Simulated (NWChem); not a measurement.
System: C₅H₁₀; SMILES C1(CC1)(C)C

All runs: NWChem. Pople sets run with spherical d functions. All runs use the structure optimised with PBE0/def2-SVP.

For level B3LYP/6-311++G**:

| Item | Result |
|---|---|
| highest occupied level (eV) | -7.40 |
| orbital gap (eV) | 7.19 |

Q: Estimate the same quantities for level B3LYP/STO-3G.

A: The highest occupied level (eV) is -6.09 and the orbital gap (eV) comes out as 13.38.
